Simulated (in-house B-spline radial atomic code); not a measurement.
Orbital energies and mean radii along the 4-electron series, configuration [He] 2s2. The effective charge is n√(-2ε), a non-relativistic measure. Computed with an all-electron radial atomic-structure program (B-spline basis): Dirac-Hartree-Fock, average of the configuration, finite nuclei.

```csv
ion,Z,energy of 2s1/2 (Eh),mean radius of 2s1/2 (bohr),energy of 1s1/2 (Eh),mean radius of 1s1/2 (bohr),effective charge of 2s1/2
Be,4,-0.30932,2.6489,-4.7335,0.41489,1.5731
B+,5,?,?,?,?,?
C2+,6,?,?,?,?,?
N3+,7,-2.7685,1.1112,-18.13,0.22683,4.7062
O4+,8,-4.0943,0.93503,-24.611,0.19699,5.7231
```

Fill in the row of B+.

energy of 2s1/2 (Eh): -0.87408; mean radius of 2s1/2 (bohr): 1.7976; energy of 1s1/2 (Eh): -8.1882; mean radius of 1s1/2 (bohr): 0.32514; effective charge of 2s1/2: 2.6444.

Fill in the row of C2+.

energy of 2s1/2 (Eh): -1.6948; mean radius of 2s1/2 (bohr): 1.3713; energy of 1s1/2 (Eh): -12.656; mean radius of 1s1/2 (bohr): 0.26725; effective charge of 2s1/2: 3.6822.

How does the screening of 2s1/2 change?

Z less the effective charge goes from 2.43 at Z = 4 to 2.28 at Z = 8.
